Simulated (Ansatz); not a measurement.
Ideal-gas functions of ClF$_{3}$Ti, SMILES `[F][Ti]([F])([F])[Cl]` at 800 K and 1 bar, from an Ansatz frequency run at PBE0-D4/def2-TZVP.

Molar mass 140.31 g/mol, point group C3v (symmetry number 3), electronic degeneracy 1, moments of inertia 152.265, 249.728, 249.73 u Å². Harmonic wavenumbers (cm⁻¹, unscaled): 159, 159, 208, 208, 208, 488, 755, 811, 811.

Use S(trans) = R[1.5 ln M + 2.5 ln T − 1.1517]; rotational temperatures θ = 24.2544 K / I; S(rot) = R[ln(√π/σ · √(T³/θAθBθC)) + 1.5]; for each mode x = 1.438777 ν̃/T, S = R[x/(eˣ − 1) − ln(1 − e⁻ˣ)] and H = RT x/(eˣ − 1); 1 cm⁻¹ = 0.0119627 kJ/mol; R = 8.31446 J/(mol·K).

Q: By hand: the entropy, in J/(mol·K).

A: Translation 191.0. Rotation: θ = 0.1593, 0.0971, 0.0971 K, giving 118.5. Vibration, mode by mode: 18.75, 18.75, 16.54, 16.54, 16.54, 9.66, 6.38, 5.88, 5.88, in all 114.9. Electronic 0.0. Sum 424.4 J/(mol·K).

Q: By hand: H − E and G − E in kJ/mol, counted from the electronic energy.

A: Zero-point energy ½ × 3807 × 0.0119627 = 22.8; thermal vibration 41.1; translation, rotation and pV give 4 RT = 26.6. H − E = 90.5 kJ/mol, and G − E = 90.5 − 800 × 424.4/1000 = -249.0 kJ/mol.

Vibration gives 27 % of the entropy.
